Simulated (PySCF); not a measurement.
H5P, SMILES [H][P@TB2]([H])([H])([H])[H]. Atoms are numbered in the order given.

```xyz
6

P      0.0000     0.0000     0.0000
H      0.0000     0.0000     1.4812
H      0.0000     0.0000    -1.4812
H      1.4274     0.0000     0.0000
H     -0.7137     1.2362     0.0000
H     -0.7137    -1.2362     0.0000
```

Geometry: PBE0-D3(BJ)/def2-TZVPD.

All values below come from ωB97X/def2-TZVPD (PySCF).

Symmetry labels are those of the subgroup C2v that the program uses (full group D3h).

Computed valence orbital energies around the gap with their symmetry:
```json
[
 {"orbital": "HOMO−7", "symmetry": "A1", "energy (eV)": "-131.90"},
 {"orbital": "HOMO−6", "symmetry": "B1", "energy (eV)": "-131.90"},
 {"orbital": "HOMO−5", "symmetry": "B2", "energy (eV)": "-131.80"},
 {"orbital": "HOMO−4", "symmetry": "A1", "energy (eV)": "-22.07"},
 {"orbital": "HOMO−3", "symmetry": "B1", "energy (eV)": "-14.47"},
 {"orbital": "HOMO−2", "symmetry": "A1", "energy (eV)": "-14.47"},
 {"orbital": "HOMO−1", "symmetry": "B2", "energy (eV)": "-14.16"},
 {"orbital": "HOMO", "symmetry": "A1", "energy (eV)": "-8.45"},
 {"orbital": "LUMO", "symmetry": "A1", "energy (eV)": "1.56"},
 {"orbital": "LUMO+1", "symmetry": "A1", "energy (eV)": "2.77"},
 {"orbital": "LUMO+2", "symmetry": "B1", "energy (eV)": "2.77"},
 {"orbital": "LUMO+3", "symmetry": "B2", "energy (eV)": "4.18"}
]
```
